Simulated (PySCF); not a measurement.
C2H8OSSi. Atoms are numbered in the order given.

```xyz
13

Si     0.2717    -0.9212     0.5670
O      1.7764    -0.1901     0.4231
C      1.9391     1.2133     0.3619
S     -1.1489    -0.3726    -0.9560
C     -1.8825     1.1447    -0.2166
H     -0.3508    -0.5565     1.8933
H      0.5366    -2.3845     0.4230
H      3.0235     1.4437     0.3283
H      1.4670     1.6424    -0.5519
H      1.5062     1.7307     1.2512
H     -1.2067     2.0153    -0.3188
H     -2.8151     1.3501    -0.7751
H     -2.1328     0.9895     0.8508
```
Charge 0, spin multiplicity 1.

The structure is a stationary point at PBE-D3(BJ)/def2-SVP. Other conformers were not sampled.

Computed with PBE/pcSseg-1 (PySCF).

GIAO shieldings, no solvent; atoms listed in one row are averaged. δ = σ(ref) − σ: ²⁹Si against TMS (σ = 335.4 ppm); ¹⁷O against H2O (σ = 334.3 ppm); ¹³C against TMS (σ = 182.0 ppm); ³³S against H2S (σ = 706.5 ppm); ¹H against TMS (σ = 31.49 ppm), references at their B3LYP-D3(BJ)/def2-TZVP geometries, non-relativistic.

Computed chemical shifts:
```csv
nucleus,atoms,count,δ (ppm)
²⁹Si,Si1,1,5.3
¹⁷O,O2,1,59.4
¹³C,C3,1,59.1
¹³C,C5,1,24.7
³³S,S4,1,116.3
¹H,H6,1,5.96
¹H,H7,1,5.79
¹H,"H8, H9, H10",3,4.20
¹H,"H11, H12, H13",3,2.67
```
